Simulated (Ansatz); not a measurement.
Reactions of C2H6FNO, SMILES `NC(F)CO`.

Calculated with Ansatz (gas phase, PBE0-D4/def2-TZVP geometries, no zero-point term in ΔE). CCSD(T)/CBS adds triple-zeta CCSD(T) − MP2 to the extrapolated MP2 energy (def2 sets, frozen cores). This one scheme is used for every species. Functionals use def2-TZVPP. Each species was taken in one conformer, which may not be the lowest.

```csv
reaction,CCSD(T)/CBS(def2) (kJ/mol)
`NC(F)CO` + BH₃ → `BCC(N)F` + H₂O,-92
`NC(F)CO` + `NBCl` → `OCNBCl` + `NCF`,40
`NC(F)CO` + `[OH][AlH2]` → `N[CH](F)[AlH][OH]` + CH₃OH,?
`NC(F)CO` + `O[SiH3]` → `OCO[SiH3]` + `NCF`,48
```

(1) Fill in the missing values. (An estimate is asked.)

Largest T1 diagnostic: 0.013, for `N[CH](F)[AlH][OH]`.

Results:

(1) The calculation gave: `NC(F)CO` + `[OH][AlH2]` → `N[CH](F)[AlH][OH]` + CH₃OH: +23.2 kJ/mol.
